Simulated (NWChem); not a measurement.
CH6FNOSi; SMILES [Si](N)(F)(C)O

```xyz
11

C     -0.4084    -1.7518     0.3780
Si     0.0049     0.0218     0.0283
N     -1.3369     0.8346    -0.6283
O      0.4879     0.9078     1.3424
F      1.3120    -0.0044    -0.9582
H     -0.7615    -2.2620    -0.5322
H     -1.1960    -1.8287     1.1422
H      0.4772    -2.2972     0.7378
H     -1.9826     0.3889    -1.2667
H     -1.3611     1.8446    -0.6948
H      1.4361     0.9264     1.4992
```
Atoms are numbered in this order, from 1.

Program: NWChem. All runs use the structure optimised with PBE0/def2-SVP. GIAO values for the isolated, static molecule; σ is the absolute isotropic shielding, δ = σ(reference) − σ with the isolated reference molecule computed at the same levels (13C: tetramethylsilane, 19F: trichlorofluoromethane, 1H: tetramethylsilane, 15N: ammonia, 17O: water, 29Si: tetramethylsilane).

For level LDA (Slater exchange, VWN5)/pcSseg-1:

```
Quantity     Result
-----------  ------
δ Si2 (ppm)   -14.2
δ N3 (ppm)     41.1
δ O4 (ppm)     66.6
δ F5 (ppm)   -136.2
δ H9 (ppm)     0.71
δ H10 (ppm)    0.99
```

Q: How do the values read with level PBE/pcSseg-1 instead?

A: The δ Si2 (ppm) is -19.6 and the δ N3 (ppm) is 33.6. The δ O4 (ppm) comes out as 56.5 and the δ F5 (ppm) is -139.5. The δ H9 (ppm) comes out as 0.59 and the δ H10 (ppm) is 0.88.
